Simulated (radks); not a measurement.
Values are calculated unless marked as measured or tabulated.
All-electron atom: the technetium ion Tc9+ in [Ar] 3d10 4s2 4p4.

Code: a radial shooting solver on a logarithmic mesh with Libxc functionals. Model: scalar-relativistic Kohn-Sham, SCAN, spin-polarised, spherical densities, finite nucleus; open shells are filled with parallel spins first (spin-orbit coupling, left out, can overturn this in heavy ions); meta-GGA in the generalised Kohn-Sham scheme; Fermi nuclear charge, rms radius 4.4112 fm.

Energy parts (Ry):
part                        energy
total                  -8526.33860
kinetic                 8806.34490
electron-nucleus      -20149.75554
Hartree                 3064.97294
exchange-correlation    -247.90090

Orbitals (lengths in bohr, moments of r in powers of bohr):
orbital  occ.  eigenvalue (Ry)  <1/r>
1s up       1        -1548.980  44.70
1s down     1        -1548.938  44.70
2s up       1        -232.1368  10.10
2s down     1        -232.1187  10.10
2p up       3        -208.7913  9.795
2p down     3        -208.7538  9.795
3s up       1        -50.31358  3.502
3s down     1        -50.27752  3.500
3p up       3        -42.56512  3.330
3p down     3        -42.51796  3.329
3d up       5        -30.11311  3.099
3d down     5        -30.05630  3.101
4s up       1        -16.03871  1.391
4s down     1        -15.69934  1.390
4p up       3        -13.66797  1.292
4p down     1        -13.33724  1.289

The highest occupied level is 4p down at -181.46 eV. For comparison, the ionisation energy in NIST's Atomic Spectra Database is 190 eV (theoretical). In exact Kohn-Sham theory the highest level is minus the ionisation energy, but local and semilocal functionals leave it too shallow, through self-interaction and a potential that decays too fast; potentials with the right tail come closer. Spin moment in Bohr magnetons: 2.
